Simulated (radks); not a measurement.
Values are calculated unless marked as measured or tabulated.
Question: Ionisation of Eu23+, [Kr] 4d4, to Eu24+, [Kr] 4d3, under several functionals. Scalar-relativistic Kohn-Sham, spin-polarised, spherical densities, finite nucleus; open shells are filled with parallel spins first (spin-orbit coupling, left out, can overturn this in heavy ions); a radial shooting solver on a logarithmic mesh with Libxc functionals. Known Delta-SCF values: SOGGA 755.45 eV; revPBE 755.75 eV; TASK exchange with Perdew-Wang LDA correlation 757.48 eV. What does BLYP give, and what is its highest occupied eigenvalue?

Answer: 755.45 eV by Delta-SCF; the 4d eigenvalue is -735.93 eV. NIST: 755 eV (theoretical).
